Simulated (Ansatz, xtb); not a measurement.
System: NiCl (charge 0, doublet). The spin state was set by rule; other spins were not relaxed. 
Geometry from a B3LYP-D3(BJ)/def2-TZVP (Ansatz, an electronic-structure program) optimisation:
SMILES: [Ni][Cl]
```xyz
2

Ni     0.0000     0.0000    -0.7906
Cl     0.0000     0.0000     1.3022
```
Charge 0, spin multiplicity 2.

Harmonic wavenumbers from GFN2-xTB (xtb, at its own minimum), cm⁻¹: 403.

**Question.** Give the harmonic wavenumbers at B3LYP-D3(BJ)/def2-TZVP (Ansatz, finite differences of forces, unscaled).

**Answer.** 392 cm⁻¹. Zero-point energy 0.6 kcal/mol.

**Question.** From these and the geometry, give the ideal-gas thermochemistry at 298.15 K and 1 atm (rigid rotor, harmonic oscillator).

**Answer.** Point group C∞v, rotational symmetry number 1. Rotational constants 5.221, 5.221 GHz. S(trans) 39.54, S(rot) 16.06, S(vib) 0.99, S(elec, spin only) 1.38, S 58.0 cal/(mol K). H(298) - H(0) 2.27 kcal/mol; G - E(el) -14.4 kcal/mol.
